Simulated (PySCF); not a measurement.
How methods differ on the ionisation energy of Sr³⁰⁺

Sr³⁰⁺ [He] 2s2 2p4 [2p1/2^2 2p3/2^2, M_J = 2] → Sr³¹⁺ [He] 2s2 2p3 [2p1/2^2 2p3/2^1, M_J = 3/2], as a difference of total energies. All numbers are calculated (PySCF 2.14, the two-component X2C-1e Hamiltonian, in an uncontracted even-tempered set (17 s from 11 bohr⁻², ratio 2.4; 12 p from 14 bohr⁻², ratio 2.4; 5 d from 54 bohr⁻², ratio 2.6; 4 f from 81 bohr⁻², ratio 2.6)). Correlated levels: nothing frozen; the 32 highest virtual spinors dropped. "Screened" scales the spin-orbit matrix elements by Boettger's factors to mimic the two-electron term; Breit and QED terms are absent.

| method | ionisation energy (eV) |
| --- | --- |
| GHF (spin-free) | 3664.1 |
| GMP2 (spin-free) | 3665.7 |
| GHF (screened spin-orbit) | 3664.1 |
| GMP2 (screened spin-orbit) | 3664.0 |

For this ion Breit and QED terms and the two-electron picture change, all absent here, outweigh the correlation shift from GHF to GMP2.

The spin-free rows relax to the high-spin LS determinant and lack the spin-orbit shift.

The labels give the starting determinants; with spin-orbit coupling the two ends relaxed to ⟨J²⟩ = 6.00, ⟨L²⟩ = 2.93, ⟨S²⟩ = 1.54 and ⟨J²⟩ = 3.75, ⟨L²⟩ = 1.71, ⟨S²⟩ = 2.00.

For comparison: 3664 ± 8 eV (semi-empirical (NIST evaluation); NIST Atomic Spectra Database, ionization energies).
